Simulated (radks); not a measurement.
The numbers below are computed, except where a source is named.
Bi18+, 65 electrons, occupied as [Kr] 4d10 4f14 5s2 5p3 (the NIST ground configuration). Code: a radial shooting solver on a logarithmic mesh with Libxc functionals. Model: scalar-relativistic Kohn-Sham, r2SCAN, spin-polarised, spherical densities, finite nucleus; open shells are filled with parallel spins first (spin-orbit coupling, left out, can overturn this in heavy ions); meta-GGA in the generalised Kohn-Sham scheme; Fermi nuclear charge, rms radius 5.5211 fm.

Unscreened Slater integrals over Kohn-Sham orbitals (cm^-1). They are taken over the spin-up orbitals.

integral    value
F0(5p,5p)  233590
F2(5p,5p)  127250
F0(5p,5s)  242790
G1(5p,5s)  164610
F0(5p,4f)  283810
F2(5p,4f)   94094
G2(5p,4f)   32096
G4(5p,4f)   28919
F0(5p,4d)  285140
F2(5p,4d)   93149
G1(5p,4d)   26445
G3(5p,4d)   26764
F0(5s,5s)  253800
F0(5s,4f)  303320
G3(5s,4f)   38670
F0(5s,4d)  304920
G2(5s,4d)   34846
F0(4f,4f)  465710
F2(4f,4f)  237190
F4(4f,4f)  152420
F6(4f,4f)  110750
F0(4f,4d)  465780
F2(4f,4d)  231910
F4(4f,4d)  150310
G1(4f,4d)  260430
G3(4f,4d)  170840
G5(4f,4d)  122910
F0(4d,4d)  471290
F2(4d,4d)  240520
F4(4d,4d)  162050

Derived for the open shells (J is the average intra-shell exchange parameter used in DFT+U). 5p: J = F2/5 = 25450 cm^-1.
